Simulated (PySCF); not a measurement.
H₆NSi₂, SMILES [SiH2]N[SiH3] (connectivity only; charge and spin as stated), charge +1, multiplicity 1. The structure is a stationary point at TPSSh-D3(BJ)/def2-SVP. The spin state was assumed, not searched. The isomer is the one that the SMILES or the coordinates give; other isomers of the formula were not compared.

Method: TPSSh-D3(BJ)/def2-SVP run with PySCF.

Harmonic wavenumbers (cm⁻¹): 129, 196, 279, 548, 617, 655, 663, 764, 786, 922, 938, 939, 949, 1042, 1222, 2308, 2334, 2340, 2345, 2401, 3478. Rotational constants (GHz): 28.33, 3.045, 2.844; symmetry number 1.

Task: Work out the zero-point energy and the ideal-gas rigid-rotor harmonic-oscillator thermochemistry at 298.15 K and 1 atm.

Result: ZPE = ½ Σ hcν = ½ × 25854 cm⁻¹ = 154.64 kJ/mol. H − E(el) = 171.66 kJ/mol. Entropy in J/(mol K): translation 162.79, rotation 103.29, vibration 39.39, total 305.48. G − E(el) = 80.58 kJ/mol. Cp = 88.39 J/(mol K). Modes under 150 cm⁻¹ make the vibrational entropy uncertain.
